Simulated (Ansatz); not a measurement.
Reaction (silylene loss): `C[O][Ga]([SH])[O][SiH3]` → `C[O][Ga]([OH])[SH]` + `[SiH2]`

Isolated molecules relaxed with PBE0-D4/def2-TZVP in Ansatz; ΔE leaves out vibrations. CCSD(T)/CBS is the MP2 limit (def2-TZVPP, def2-QZVPP) plus CCSD(T) − MP2 in def2-TZVPP, frozen cores. This one scheme is used for every species. DFT in def2-TZVPP. B3LYP here is the variant with VWN-RPA as its local correlation; programs differ in this. For Ga outer-core shells are correlated without core-valence functions, which leaves a few kJ/mol of doubt a bond. Scalar relativity is left out up to krypton. One conformer a species, not always the lowest.

`C[O][Ga]([SH])[O][SiH3]`:

```xyz
13

C     0.046    1.293   -1.443
O    -1.126    1.142   -0.675
Ga   -1.271   -0.016    0.660
S    -3.116   -0.135    1.800
O     0.071   -1.097    1.064
Si    1.627   -1.433    0.713
H    -0.229    1.720   -2.411
H     0.756    1.973   -0.959
H     0.561    0.343   -1.633
H    -3.680    0.840    1.066
H     2.467   -0.204    0.770
H     1.750   -2.012   -0.654
H     2.143   -2.415    1.700
```

`C[O][Ga]([OH])[SH]`:

```xyz
10

C    -0.252   -0.503    1.780
O    -0.788   -0.547    0.481
Ga    0.005    0.185   -0.927
O    -0.803    0.027   -2.500
S     1.902    1.255   -0.759
H     0.033   -1.509    2.104
H     0.634    0.140    1.865
H    -1.007   -0.121    2.474
H    -1.629   -0.461   -2.444
H     1.906    1.534   -2.074
```

`[SiH2]`:

Cartesian coordinates in Å:
```
Si 0.420 0.347 0.458
H -0.596 -0.784 0.587
H 0.176 0.437 -1.045
```

| level | ΔE (eV) | difference from CCSD(T)/CBS |
| --- | --- | --- |
| PBE-D4 | 3.35 | -0.12 |
| r2SCAN-D4 | 3.65 | 0.18 |
| PBE0-D4 | 3.51 | 0.04 |
| ωB97X-V | 3.57 | 0.10 |
| ωB97M-V | 3.41 | -0.06 |
| PBE | 3.25 | -0.22 |
| B3LYP | 3.30 | -0.17 |
| HF/def2-TZVPP | 3.49 | 0.02 |
| MP2/def2-TZVPP | 3.63 | 0.16 |
| SCS-MP2/def2-TZVPP | 3.55 | 0.08 |
| CCSD(T)/def2-TZVPP | 3.42 | -0.05 |
| HF/def2-QZVPP | 3.52 | 0.05 |
| SCS-MP2/def2-QZVPP | 3.59 | 0.12 |
| HF/CBS(def2) | 3.52 | 0.05 |
| MP2/CBS(def2) | 3.68 | 0.21 |
| CCSD/CBS(def2) | 3.45 | -0.02 |
| CCSD(T)/CBS | 3.47 | 0 |

Largest T1 diagnostic among the species: 0.014.

From PBE to PBE0 (25 % exact exchange), in def2-TZVPP and without D4, ΔE moves by +0.16 eV. The D4 term adds +0.15 eV with B3LYP and +0.09 eV with PBE0; it sums over pairs of atoms, weighted by their polarisabilities, and B3LYP, whose exchange is more repulsive, gets the larger term.
